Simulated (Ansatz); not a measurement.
`C[B-]([SH2+])(Cl)Cl`, charge 0, multiplicity 1.

(1) Give a relaxed structure at PBE0-D4/def2-TZVP (Ansatz). (An estimate is asked.)

## Answers

(1) The calculation gave: 
Cartesian coordinates in Å:
```
C -0.739 1.148 0.008
B -0.193 -0.226 -0.540
S 0.728 -1.148 1.166
Cl -1.443 -1.499 -0.917
Cl 1.143 -0.123 -1.771
H -1.454 1.018 0.825
H 0.060 1.817 0.338
H -1.266 1.655 -0.806
H 1.888 -0.465 1.201
H 1.274 -2.177 0.496
```
This is one stationary point; other conformers may exist.
